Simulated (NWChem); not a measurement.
System: C3H2F2; SMILES C=C=C(F)F

NWChem input:

```
start job
memory heap 200 mb stack 900 mb global 1100 mb
geometry units angstroms noautosym nocenter noautoz
  C      0.000000     0.000000     2.178456
  C      0.000000     0.000000     0.871171
  C      0.000000     0.000000    -0.435066
  F      0.000000     1.079872    -1.185823
  F      0.000000    -1.079872    -1.185823
  H     -0.934588     0.000000     2.753645
  H      0.934588     0.000000     2.753645
end
basis spherical
  * library def2-svp
end
dft
  xc xpbe96 cpbe96
  iterations 150
end
cosmo
  do_cosmo_smd true
  solvent water
end
task dft energy
```

NWChem printed, in part:

```
             Northwest Computational Chemistry Package (NWChem) 7.3.0
             --------------------------------------------------------

                             Geometry "geometry" -> ""
                             -------------------------

 Output coordinates in angstroms (scale by  1.889725989 to convert to a.u.)

  No.       Tag          Charge          X              Y              Z
 ---- ---------------- ---------- -------------- -------------- --------------
    1 C                    6.0000     0.00000000     0.00000000     2.17845600
    2 C                    6.0000     0.00000000     0.00000000     0.87117100
    3 C                    6.0000     0.00000000     0.00000000    -0.43506600
    4 F                    9.0000     0.00000000     1.07987200    -1.18582300
    5 F                    9.0000     0.00000000    -1.07987200    -1.18582300
    6 H                    1.0000    -0.93458800     0.00000000     2.75364500
    7 H                    1.0000     0.93458800     0.00000000     2.75364500

 Effective nuclear repulsion energy (a.u.)     156.0696540822

  pbe96 is a nonlocal functional; adding pw91lda local functional.

                                 NWChem DFT Module
                                 -----------------

 Summary of "ao basis" -> "ao basis" (spherical)
 ------------------------------------------------------------------------------
       Tag                 Description            Shells   Functions and Types
 ---------------- ------------------------------  ------  ---------------------
 C                          def2-svp                 6       14   3s2p1d
 F                          def2-svp                 6       14   3s2p1d
 H                          def2-svp                 3        5   2s1p

 in cosmo_initialize ...
 calling solv_data for solv:h2o

 solvent parameters
 solvname_short: h2o
 solvname_long:  water
 dielec:       78.4000
 dielecinf:     1.7769
 aqueous SMD model solvent descriptors
 dielec:       78.4000
 sola:          0.8200

          ---------------
          -cosmo- solvent
          ---------------
 Cosmo: York-Karplus, doi: 10.1021/jp992097l
 dielectric constant -eps-     =  78.40
 screen = (eps-1)/(eps    )    =   0.98724
 surface charge correction     = lagrangian

   van der Waals surface
 --------------------------

 ---------- ATOMIC COORDINATES (A.U.) ------------ VDWR(ANG.) --
     1    0.00000000    0.00000000    4.11668492     1.850
     2    0.00000000    0.00000000    1.64627448     1.850
     3    0.00000000    0.00000000   -0.82215553     1.850
     4    0.00000000    2.04066218   -2.24088054     1.730
     5    0.00000000   -2.04066218   -2.24088054     1.730
     6   -1.76611523    0.00000000    5.20363452     1.200
     7    1.76611523    0.00000000    5.20363452     1.200
 number of segments per atom =        128
 number of   points per atom =        128
 atom (   nspa,  nppa )
 ----------------------
    1 (     72,     0 )       0
    2 (     56,     0 )       0
    3 (     32,     0 )       0
    4 (     80,     0 )       0
    5 (     80,     0 )       0
    6 (     56,     0 )       0
    7 (     56,     0 )       0
 number of -cosmo- surface points =      432
 molecular surface =    108.241 angstrom**2
 molecular volume  =     75.433 angstrom**3
 -lineq- algorithm             =   0
 -bem- low  level              =   3
 -bem- from -octahedral-
 gaussian surface charge width =   4.50000
 degree of switching           =   1.00000
 switching function tolerance  =   0.00010
 atomic radii =
 --------------
    1  6.000  1.850
    2  6.000  1.850
    3  6.000  1.850
    4  9.000  1.730
    5  9.000  1.730
    6  1.000  1.200
    7  1.000  1.200
 ...... end of -cosmo- initialization ......

 nat:                     7
 ixmem:                  2814
 calling mnsol_interface()
 G(SMD-CDS) energy (kcal/mol)  =     4.676
 SMD-CDS SASA (angstrom**2)    =   119.264

[...]

                                COSMO-SMD solvation results
                                ---------------------------

             internal energy in gas <Psi(g)|H|Psi(g)> =      -314.551550949789
         internal energy in solvent <Psi(s)|H|Psi(s)> =      -314.550981849481
                               delta internal energy  =         0.000569100308 (    0.36 kcal/mol)
   total free energy in solvent <Psi(s)|H+V/2|Psi(s)> =      -314.554568480563
 polarization energy contribution <Psi(s)|V/2|Psi(s)> =        -0.003586631082 (   -2.25 kcal/mol)
    total free energy in solvent including G(SMD-CDS) =      -314.547116699492
                       G(SMD-CDS) energy contribution =         0.007451781072 (    4.68 kcal/mol)
     1 M fixed-concentration free energy of solvation =         0.004434250297 (    2.78 kcal/mol)

                       DFT Final Molecular Orbital Analysis
                       ------------------------------------

 Vector   17  Occ=2.000000D+00  E=-3.681588D-01
              MO Center= -1.3D-11, -1.7D-09, -1.1D+00, r^2= 1.8D+00
   Bfn.  Coefficient  Atom+Function         Bfn.  Coefficient  Atom+Function
  ----- ------------  ---------------      ----- ------------  ---------------
    47      0.392725  4 F  py                61      0.392725  5 F  py
    48      0.287174  4 F  pz                62     -0.287174  5 F  pz
    50     -0.256668  4 F  py                64     -0.256668  5 F  py
    51     -0.185425  4 F  pz                65      0.185425  5 F  pz
    36     -0.089202  3 C  py                19     -0.077116  2 C  py

 Vector   18  Occ=2.000000D+00  E=-2.686272D-01
              MO Center= -2.7D-11, -2.5D-10,  1.3D+00, r^2= 1.8D+00
   Bfn.  Coefficient  Atom+Function         Bfn.  Coefficient  Atom+Function
  ----- ------------  ---------------      ----- ------------  ---------------
    19      0.418477  2 C  py                 5      0.410985  1 C  py
     8      0.256528  1 C  py                22      0.239076  2 C  py
    48      0.140497  4 F  pz                62     -0.140497  5 F  pz
    51     -0.095570  4 F  pz                65      0.095570  5 F  pz
    33      0.040895  3 C  py                39      0.026203  3 C  d -1

 Vector   19  Occ=2.000000D+00  E=-2.158534D-01
              MO Center= -1.8D-09,  1.5D-10,  3.3D-01, r^2= 2.4D+00
   Bfn.  Coefficient  Atom+Function         Bfn.  Coefficient  Atom+Function
  ----- ------------  ---------------      ----- ------------  ---------------
    18      0.407144  2 C  px                32      0.384109  3 C  px
    21      0.314662  2 C  px                46      0.243061  4 F  px
    60      0.243061  5 F  px                49     -0.183141  4 F  px
    63     -0.183141  5 F  px                35      0.158598  3 C  px
    71      0.152488  6 H  s                 76     -0.152488  7 H  s

 Vector   20  Occ=0.000000D+00  E=-6.253866D-02
              MO Center= -1.2D-11,  7.4D-10,  1.3D+00, r^2= 2.4D+00
   Bfn.  Coefficient  Atom+Function         Bfn.  Coefficient  Atom+Function
  ----- ------------  ---------------      ----- ------------  ---------------
     8      0.541514  1 C  py                 5      0.450308  1 C  py
    22     -0.433828  2 C  py                19     -0.406584  2 C  py
    33     -0.203673  3 C  py                36     -0.168554  3 C  py
    48     -0.155582  4 F  pz                62      0.155582  5 F  pz
    51      0.125529  4 F  pz                65     -0.125529  5 F  pz

 Vector   21  Occ=0.000000D+00  E=-4.101441D-03
              MO Center=  3.7D-09,  7.8D-11,  5.2D-01, r^2= 3.0D+00
   Bfn.  Coefficient  Atom+Function         Bfn.  Coefficient  Atom+Function
  ----- ------------  ---------------      ----- ------------  ---------------
    32      0.549517  3 C  px                35      0.486877  3 C  px
    21     -0.459991  2 C  px                18     -0.423989  2 C  px
    72     -0.422913  6 H  s                 77      0.422913  7 H  s
     7     -0.225633  1 C  px                46      0.193242  4 F  px
    60      0.193242  5 F  px                71     -0.180106  6 H  s

 Vector   22  Occ=0.000000D+00  E= 7.534040D-02
              MO Center= -4.3D-09, -2.3D-11,  2.8D+00, r^2= 3.8D+00
   Bfn.  Coefficient  Atom+Function         Bfn.  Coefficient  Atom+Function
  ----- ------------  ---------------      ----- ------------  ---------------
     3      2.138464  1 C  s                 72     -1.397188  6 H  s
    77     -1.397188  7 H  s                 17     -0.750288  2 C  s
     9      0.450279  1 C  pz                 2      0.370810  1 C  s
    31      0.195986  3 C  s                 37      0.176316  3 C  pz
     1     -0.159268  1 C  s                 30      0.157105  3 C  s

     Multipole analysis of the density
     ---------------------------------

     L   x y z        total         alpha         beta         nuclear
     -   - - -        -----         -----         ----         -------
     0   0 0 0     -0.000000    -19.000000    -19.000000     38.000000

     1   1 0 0      0.000000      0.000000      0.000000      0.000000
     1   0 1 0     -0.000000     -0.000000     -0.000000      0.000000
     1   0 0 1      0.782164      0.532961      0.532961     -0.283757

     2   2 0 0    -19.216011    -12.727169    -12.727169      6.238326
     2   1 1 0      0.000000      0.000000      0.000000      0.000000
     2   1 0 1      0.000000      0.000000      0.000000      0.000000
     2   0 2 0    -21.412218    -48.184828    -48.184828     74.957439
     2   0 1 1     -0.000000     -0.000000     -0.000000      0.000000
     2   0 0 2    -16.622561   -141.582765   -141.582765    266.542970
```

Level: PBE/def2-SVP, SMD on the gas-phase geometry. Geometry: optimised at PBE0/def2-SVP. Solvent: water.
